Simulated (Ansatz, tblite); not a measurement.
Cost and result up the ladder for Li9F9 (started as a model of: (LiF)9 cage of four- and six-membered rings) (18 atoms). Charge 0, multiplicity 1. Geometry: PBE-D4/def2-SVP.

```xyz
18

Li   -0.600   -2.302   -0.720
F    -1.941   -1.454    0.140
Li   -1.923   -0.347   -1.327
F    -0.699   -1.310   -2.242
Li    1.036   -0.938   -1.904
F     1.173   -2.075   -0.467
Li    1.537   -1.394    1.129
F     0.190   -1.329    2.331
Li   -1.422   -0.804    1.706
F    -1.105    0.993    1.921
Li    0.554    0.453    2.379
F     2.009    0.372    1.314
Li   -1.094    2.036    0.486
F    -1.625    1.392   -1.150
F     1.489    0.771   -1.757
Li    1.865    1.446   -0.091
F     0.509    2.639   -0.088
Li    0.045    1.849   -1.660
```

Ansatz on 4 threads of Arm Neoverse V1 on a shared host; xTB runs through tblite on one thread. Times are rough, summed over both states, and most runs start from the orbitals of an earlier one. PBE0-D4/def2-TZVP serves as the yardstick here, not as an exact answer. The other state is a doublet.

The xTB rows come from tblite. HOMO above LUMO, or a gap near zero within one spin, warns that the state may not be the lowest or that an electron is smeared out.

Run but left out: PBE-D4/def2-TZVP (charge +1 doublet: an occupied level 0.00 eV above an empty one).

Raw xTB energies of ions are shifted by several eV.

```csv
level,functions,vertical IE (eV),difference from PBE0-D4/def2-TZVP (eV),remarks
GFN1-xTB,72,13.04,1.66,–
GFN2-xTB,72,13.43,2.06,–
B97M-V/def2-TZVP (with forces),405,10.55,-0.82,gap within one spin near zero (+1 doublet)
PBE0-D4/def2-TZVP,405,11.37,0.00,–
```

(1) Estimate how long each takes.

Results:

(1) GFN1-xTB 0.047 s; GFN2-xTB 0.047 s; PBE0-D4/def2-TZVP 93 s; B97M-V/def2-TZVP (with forces) 2.2 min. On shared hardware such times vary by a factor of up to 3.
